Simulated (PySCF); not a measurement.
Job file and geometry (Å, from PBE0-D3(BJ)/def2-SVP) of a spin–spin coupling run on SMILES C#[C][Ge]([CH3])([CH3])[CH3], C5H10Ge, PySCF, PBE/pcJ-1 Ge:pcSseg-1 indirect spin-spin coupling, non-relativistic, gas phase; density fitting, a coarse starting grid and PySCF grid level 2 are the driver's defaults:

```
$ OMP_NUM_THREADS=1 python probes_run.py task.json out

{"job": {"kind": "j", "xc": "PBE", "basis": "pcJ-1"}, "charge": 0, "multiplicity": 1}
Ge     0.000059    -0.000197    -0.058355
C      0.012767    -0.013717     1.859661
C      0.006463    -0.030320     3.076903
H      0.004359    -0.042775     4.152298
C      1.851261    -0.001887    -0.671980
H      1.888035    -0.040994    -1.771001
H      2.386918    -0.874744    -0.271654
H      2.369601     0.908080    -0.336834
C     -0.926362     1.614866    -0.642253
H     -0.928568     1.676903    -1.740871
H     -0.428140     2.508809    -0.240806
H     -1.967615     1.610238    -0.289253
C     -0.937309    -1.601452    -0.660939
H     -1.962342    -1.618527    -0.263305
H     -0.415478    -2.505426    -0.315449
H     -0.988009    -1.622797    -1.759741
```

Question: What does the program print?

Answer: 
```
coarse grid: 58040 points
cycle   1  E = -2272.4893089760  dE = -4.482e-01  |g| = 1.356e+00  |ddm| = 3.527e+00
cycle   2  E = -2272.1910408976  dE =  2.983e-01  |g| = 1.815e+00  |ddm| = 2.034e+00
cycle   3  E = -2272.7095501940  dE = -5.185e-01  |g| = 2.315e-01  |ddm| = 1.408e+00
cycle   4  E = -2272.7038842624  dE =  5.666e-03  |g| = 2.737e-01  |ddm| = 2.918e-01
cycle   5  E = -2272.7224815864  dE = -1.860e-02  |g| = 3.296e-02  |ddm| = 1.841e-01
cycle   6  E = -2272.7227680037  dE = -2.864e-04  |g| = 7.687e-03  |ddm| = 3.971e-02
cycle   7  E = -2272.7227838025  dE = -1.580e-05  |g| = 2.301e-03  |ddm| = 1.044e-02
cycle   8  E = -2272.7227853001  dE = -1.498e-06  |g| = 5.531e-04  |ddm| = 3.112e-03
final grid: 122800 points
cycle   9  E = -2272.7227942193  dE = -1.436e-08  |g| = 7.425e-04  |ddm| = 2.368e-03
cycle  10  E = -2272.7227941189  dE =  1.004e-07  |g| = 9.969e-04  |ddm| = 1.392e-03
cycle  11  E = -2272.7227943422  dE = -2.234e-07  |g| = 8.245e-05  |ddm| = 7.877e-04
cycle  12  E = -2272.7227943437  dE = -1.472e-09  |g| = 3.217e-05  |ddm| = 7.713e-05
cycle  13  E = -2272.7227943440  dE = -2.519e-10  |g| = 9.315e-06  |ddm| = 2.512e-05
converged SCF energy = -2272.7227943440

Indirect spin-spin couplings (Hz)
  i      j    bonds     total        FC       PSO       DSO        SD
  1 C    2 C    1    142.876   137.384     5.337     0.155         -
  1 C    3 H    2     42.367    38.338     5.008    -0.980         -
  1 C    4 C    2      4.855     4.982    -0.077    -0.051         -
  1 C    5 H    3      8.395     8.723     0.264    -0.592         -
  1 C    6 H    3      0.283     0.286    -0.046     0.043         -
  1 C    7 H    3     -0.037    -0.013    -0.031     0.007         -
  1 C    8 C    2      4.796     4.923    -0.077    -0.051         -
  1 C    9 H    3      8.371     8.698     0.264    -0.592         -
  1 C   10 H    3      0.234     0.240    -0.044     0.038         -
  1 C   11 H    3     -0.000     0.020    -0.033     0.013         -
  1 C   12 C    2      4.760     4.887    -0.077    -0.050         -
  1 C   13 H    3      0.193     0.200    -0.042     0.034         -
  1 C   14 H    3      0.043     0.061    -0.035     0.018         -
  1 C   15 H    3      8.348     8.675     0.265    -0.592         -
  2 C    3 H    1    238.010   238.169    -0.602     0.443         -
  2 C    4 C    3      1.423     1.512    -0.022    -0.067         -
  2 C    5 H    4      1.284     1.395     0.302    -0.413         -
  2 C    6 H    4     -0.170    -0.130     0.073    -0.113         -
  2 C    7 H    4     -0.192    -0.152     0.092    -0.132         -
  2 C    8 C    3      1.380     1.472    -0.025    -0.066         -
  2 C    9 H    4      1.258     1.370     0.300    -0.412         -
  2 C   10 H    4     -0.169    -0.128     0.074    -0.115         -
  2 C   11 H    4     -0.191    -0.148     0.080    -0.123         -
  2 C   12 C    3      1.347     1.441    -0.029    -0.065         -
  2 C   13 H    4     -0.175    -0.131     0.067    -0.111         -
  2 C   14 H    4     -0.184    -0.141     0.078    -0.121         -
  2 C   15 H    4      1.231     1.345     0.298    -0.411         -
  3 H    4 C    4     -0.726    -0.629     0.151    -0.248         -
  3 H    5 H    5     -0.324     0.036     0.916    -1.276         -
  3 H    8 C    4     -0.741    -0.645     0.149    -0.246         -
  3 H    9 H    5     -0.332     0.026     0.916    -1.274         -
  3 H   12 C    4     -0.757    -0.662     0.148    -0.244         -
  3 H   15 H    5     -0.341     0.015     0.916    -1.273         -
  4 C    5 H    1    122.063   119.492     1.587     0.984         -
  4 C    6 H    1    124.950   122.471     1.496     0.983         -
  4 C    7 H    1    124.870   122.387     1.501     0.982         -
  4 C    8 C    2      3.605     3.822    -0.134    -0.084         -
  4 C    9 H    3     -0.177    -0.097     0.008    -0.088         -
  4 C   10 H    3     -0.029     0.050     0.008    -0.087         -
  4 C   11 H    3      5.447     5.832     0.262    -0.647         -
  4 C   12 C    2      3.597     3.814    -0.134    -0.084         -
  4 C   13 H    3      5.421     5.806     0.262    -0.647         -
  4 C   14 H    3      0.087     0.157    -0.001    -0.069         -
  4 C   15 H    3     -0.288    -0.199     0.019    -0.108         -
  5 H    6 H    2    -11.577   -12.655     2.826    -1.749         -
  5 H    7 H    2    -11.597   -12.674     2.822    -1.745         -
  5 H    8 C    3     -0.340    -0.246     0.022    -0.115         -
  5 H    9 H    4      0.168    -0.002    -0.584     0.755         -
  5 H   11 H    4     -0.975    -0.307     1.029    -1.698         -
  5 H   12 C    3     -0.146    -0.069     0.007    -0.084         -
  5 H   13 H    4     -0.911    -0.260     1.041    -1.692         -
  5 H   15 H    4      0.178    -0.005    -0.607     0.790         -
  6 H    7 H    2    -11.956   -13.024     2.800    -1.732         -
  6 H    8 C    3      5.415     5.799     0.262    -0.646         -
  6 H    9 H    4     -0.919    -0.262     1.049    -1.706         -
  6 H   10 H    4     -0.936    -0.306     0.996    -1.626         -
  6 H   11 H    4      0.643     1.757     1.275    -2.389         -
  6 H   12 C    3     -0.061     0.021     0.009    -0.091         -
  6 H   13 H    4     -0.947    -0.309     1.006    -1.643         -
  6 H   14 H    4      0.154    -0.065    -0.667     0.885         -
  7 H    8 C    3      0.152     0.217    -0.004    -0.061         -
  7 H   10 H    4      0.164    -0.068    -0.690     0.921         -
  7 H   11 H    4     -0.885    -0.267     1.021    -1.640         -
  7 H   12 C    3      5.455     5.839     0.263    -0.647         -
  7 H   13 H    4      0.647     1.761     1.276    -2.389         -
  7 H   14 H    4     -0.910    -0.281     1.026    -1.655         -
  7 H   15 H    4     -0.957    -0.297     1.024    -1.683         -
  8 C    9 H    1    122.199   119.632     1.585     0.982         -
  8 C   10 H    1    124.992   122.515     1.495     0.982         -
  8 C   11 H    1    124.827   122.346     1.500     0.981         -
  8 C   12 C    2      3.595     3.812    -0.133    -0.084         -
  8 C   13 H    3     -0.011     0.066     0.006    -0.084         -
  8 C   14 H    3      5.442     5.827     0.262    -0.647         -
  8 C   15 H    3     -0.200    -0.118     0.010    -0.092         -
  9 H   10 H    2    -11.552   -12.628     2.830    -1.754         -
  9 H   11 H    2    -11.569   -12.644     2.826    -1.751         -
  9 H   12 C    3     -0.312    -0.220     0.020    -0.112         -
  9 H   14 H    4     -0.966    -0.299     1.032    -1.699         -
  9 H   15 H    4      0.174     0.004    -0.585     0.755         -
 10 H   11 H    2    -11.990   -13.057     2.797    -1.729         -
 10 H   12 C    3      5.397     5.782     0.262    -0.647         -
 10 H   13 H    4     -0.931    -0.302     1.000    -1.630         -
 10 H   14 H    4      0.639     1.753     1.274    -2.388         -
 10 H   15 H    4     -0.925    -0.266     1.045    -1.705         -
 11 H   12 C    3      0.109     0.177    -0.002    -0.066         -
 11 H   13 H    4      0.160    -0.069    -0.687     0.916         -
 11 H   14 H    4     -0.902    -0.279     1.018    -1.641         -
 12 C   13 H    1    124.871   122.393     1.497     0.982         -
 12 C   14 H    1    124.998   122.520     1.496     0.982         -
 12 C   15 H    1    122.115   119.547     1.585     0.983         -
 13 H   14 H    2    -11.968   -13.036     2.798    -1.730         -
 13 H   15 H    2    -11.625   -12.701     2.821    -1.744         -
 14 H   15 H    2    -11.533   -12.608     2.831    -1.755         -
```

Size and cost of the density-fitted run: 276 basis functions, 45 s wall time on 1 thread of an Intel Xeon Platinum 8488C, shared host; peak memory 1.2 GiB.
